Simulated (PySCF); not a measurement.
C3H9OSi, SMILES CCO[SiH]C (connectivity only; charge and spin as stated), charge +1, multiplicity 1.

Coordinates come from a PBE-D3(BJ)/def2-SVP optimisation. The spin state was assumed, not searched. The isomer is the one that the SMILES or the coordinates give; other isomers of the formula were not compared. Other conformers were not sampled.

The numbers are results of PBE-D3(BJ)/def2-SVP (PySCF), not measurements.

Frequencies are harmonic and unscaled.

```json
[
 {"mode": "1", "ν (cm⁻¹)": "56", "IR (km/mol)": "0.7", "moving atoms (share of kinetic energy)": "H 56 %, C 33 %, Si 11 %"},
 {"mode": "2", "ν (cm⁻¹)": "72", "IR (km/mol)": "0.1", "moving atoms (share of kinetic energy)": "H 89 %, C 10 %"},
 {"mode": "3", "ν (cm⁻¹)": "122", "IR (km/mol)": "2.1", "moving atoms (share of kinetic energy)": "C 61 %, H 24 %, O 14 %"},
 {"mode": "4", "ν (cm⁻¹)": "198", "IR (km/mol)": "13.3", "moving atoms (share of kinetic energy)": "O 47 %, H 36 %, Si 15 %"},
 {"mode": "5", "ν (cm⁻¹)": "231", "IR (km/mol)": "9.9", "moving atoms (share of kinetic energy)": "Si 34 %, C 29 %, H 27 %, O 9 %"},
 {"mode": "6", "ν (cm⁻¹)": "309", "IR (km/mol)": "2.9", "moving atoms (share of kinetic energy)": "H 82 %, O 11 %"},
 {"mode": "7", "ν (cm⁻¹)": "435", "IR (km/mol)": "17.7", "moving atoms (share of kinetic energy)": "O 44 %, H 29 %, C 26 %"},
 {"mode": "8", "ν (cm⁻¹)": "459", "IR (km/mol)": "3.4", "moving atoms (share of kinetic energy)": "H 93 %"},
 {"mode": "9", "ν (cm⁻¹)": "618", "IR (km/mol)": "6.5", "moving atoms (share of kinetic energy)": "C 49 %, H 29 %, O 12 %, Si 10 %"},
 {"mode": "10", "ν (cm⁻¹)": "684", "IR (km/mol)": "2.9", "moving atoms (share of kinetic energy)": "H 61 %, C 28 %, Si 9 %"},
 {"mode": "11", "ν (cm⁻¹)": "736", "IR (km/mol)": "35.2", "moving atoms (share of kinetic energy)": "H 73 %, C 18 %, Si 9 %"},
 {"mode": "12", "ν (cm⁻¹)": "775", "IR (km/mol)": "4.1", "moving atoms (share of kinetic energy)": "H 91 %, C 8 %"},
 {"mode": "13", "ν (cm⁻¹)": "786", "IR (km/mol)": "67.6", "moving atoms (share of kinetic energy)": "C 34 %, H 34 %, Si 27 %"},
 {"mode": "14", "ν (cm⁻¹)": "882", "IR (km/mol)": "74.3", "moving atoms (share of kinetic energy)": "H 77 %, C 12 %, Si 8 %"},
 {"mode": "15", "ν (cm⁻¹)": "954", "IR (km/mol)": "11.6", "moving atoms (share of kinetic energy)": "H 50 %, C 38 %, Si 10 %"},
 {"mode": "16", "ν (cm⁻¹)": "1080", "IR (km/mol)": "16.6", "moving atoms (share of kinetic energy)": "C 58 %, H 40 %"},
 {"mode": "17", "ν (cm⁻¹)": "1112", "IR (km/mol)": "2.5", "moving atoms (share of kinetic energy)": "H 61 %, C 37 %"},
 {"mode": "18", "ν (cm⁻¹)": "1142", "IR (km/mol)": "260.1", "moving atoms (share of kinetic energy)": "O 53 %, C 23 %, Si 15 %, H 10 %"},
 {"mode": "19", "ν (cm⁻¹)": "1213", "IR (km/mol)": "64.9", "moving atoms (share of kinetic energy)": "H 78 %, C 20 %"},
 {"mode": "20", "ν (cm⁻¹)": "1257", "IR (km/mol)": "1.2", "moving atoms (share of kinetic energy)": "H 93 %"},
 {"mode": "21", "ν (cm⁻¹)": "1331", "IR (km/mol)": "4.8", "moving atoms (share of kinetic energy)": "H 80 %, C 15 %"},
 {"mode": "22", "ν (cm⁻¹)": "1340", "IR (km/mol)": "5.0", "moving atoms (share of kinetic energy)": "H 95 %"},
 {"mode": "23", "ν (cm⁻¹)": "1342", "IR (km/mol)": "13.5", "moving atoms (share of kinetic energy)": "H 96 %"},
 {"mode": "24", "ν (cm⁻¹)": "1359", "IR (km/mol)": "25.3", "moving atoms (share of kinetic energy)": "H 75 %, C 22 %"},
 {"mode": "25", "ν (cm⁻¹)": "1410", "IR (km/mol)": "16.6", "moving atoms (share of kinetic energy)": "H 97 %"},
 {"mode": "26", "ν (cm⁻¹)": "1418", "IR (km/mol)": "8.4", "moving atoms (share of kinetic energy)": "H 90 %, C 8 %"},
 {"mode": "27", "ν (cm⁻¹)": "1426", "IR (km/mol)": "17.0", "moving atoms (share of kinetic energy)": "H 93 %"},
 {"mode": "28", "ν (cm⁻¹)": "2274", "IR (km/mol)": "8.3", "moving atoms (share of kinetic energy)": "H 96 %"},
 {"mode": "29", "ν (cm⁻¹)": "2961", "IR (km/mol)": "37.6", "moving atoms (share of kinetic energy)": "H 97 %"},
 {"mode": "30", "ν (cm⁻¹)": "2976", "IR (km/mol)": "7.6", "moving atoms (share of kinetic energy)": "H 97 %"},
 {"mode": "31", "ν (cm⁻¹)": "3015", "IR (km/mol)": "1.5", "moving atoms (share of kinetic energy)": "H 95 %"},
 {"mode": "32", "ν (cm⁻¹)": "3045", "IR (km/mol)": "22.7", "moving atoms (share of kinetic energy)": "H 91 %, C 9 %"},
 {"mode": "33", "ν (cm⁻¹)": "3062", "IR (km/mol)": "3.3", "moving atoms (share of kinetic energy)": "H 90 %, C 10 %"},
 {"mode": "34", "ν (cm⁻¹)": "3077", "IR (km/mol)": "1.6", "moving atoms (share of kinetic energy)": "H 91 %, C 9 %"},
 {"mode": "35", "ν (cm⁻¹)": "3083", "IR (km/mol)": "1.5", "moving atoms (share of kinetic energy)": "H 90 %, C 10 %"},
 {"mode": "36", "ν (cm⁻¹)": "3118", "IR (km/mol)": "17.3", "moving atoms (share of kinetic energy)": "H 91 %, C 9 %"}
]
```
